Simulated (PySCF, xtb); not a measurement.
Zn(OH)2 anion (H2O2Zn), SMILES [Zn]([OH])[OH] (connectivity only; charge and spin as stated), charge -1, multiplicity 2. The values are those of a single conformer.

Harmonic wavenumbers (cm⁻¹) from GFN2-xTB run with xtb at its own minimum, in rising order: 108, 153, 155, 254, 288, 470, 502, 3644, 3648.

Q: What does PySCF 2.14.0 with B3LYP-D3(BJ)/def2-SVPD give at its own minimum? (An estimate is asked for; the answer gives what the named calculation found.)

A: 139, 237, 248, 464, 510, 632, 679, 3841, 3843. Paired by order, the mean absolute difference is 152 cm⁻¹ and the zero-point energies are 13.2 and 15.1 kcal/mol.
